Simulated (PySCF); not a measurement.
A calculated (M06-L, PySCF 2.14, cc-pVDZ, the non-relativistic Hamiltonian (point nucleus)) atom or ion has these occupied shells.

```json
{"shell": "1s α", "electrons": "1", "orbital energy (eV)": "-7558.3", "rms radius, mean of both spins (bohr)": "0.0659"}
{"shell": "1s β", "electrons": "1", "orbital energy (eV)": "-7558.3", "rms radius, mean of both spins (bohr)": "0.0659"}
{"shell": "2s α", "electrons": "1", "orbital energy (eV)": "-913.45", "rms radius, mean of both spins (bohr)": "0.280"}
{"shell": "2s β", "electrons": "1", "orbital energy (eV)": "-911.18", "rms radius, mean of both spins (bohr)": "0.280"}
{"shell": "2p α", "electrons": "3", "orbital energy (eV)": "-792.41", "rms radius, mean of both spins (bohr)": "0.250"}
{"shell": "2p β", "electrons": "3", "orbital energy (eV)": "-790.76", "rms radius, mean of both spins (bohr)": "0.250"}
{"shell": "3s α", "electrons": "1", "orbital energy (eV)": "-124.91", "rms radius, mean of both spins (bohr)": "0.839"}
{"shell": "3s β", "electrons": "1", "orbital energy (eV)": "-119.21", "rms radius, mean of both spins (bohr)": "0.839"}
{"shell": "3p α", "electrons": "3", "orbital energy (eV)": "-88.073", "rms radius, mean of both spins (bohr)": "0.890"}
{"shell": "3p β", "electrons": "3", "orbital energy (eV)": "-82.729", "rms radius, mean of both spins (bohr)": "0.890"}
{"shell": "3d α", "electrons": "5", "orbital energy (eV)": "-28.568", "rms radius, mean of both spins (bohr)": "1.14"}
{"shell": "3d β", "electrons": "2", "orbital energy (eV)": "-25.782", "rms radius, mean of both spins (bohr)": "1.14"}
```

Name the element and its charge.

Co²⁺ (cobalt, charge +2), in [Ar] 3d7, high-spin 4F determinant.
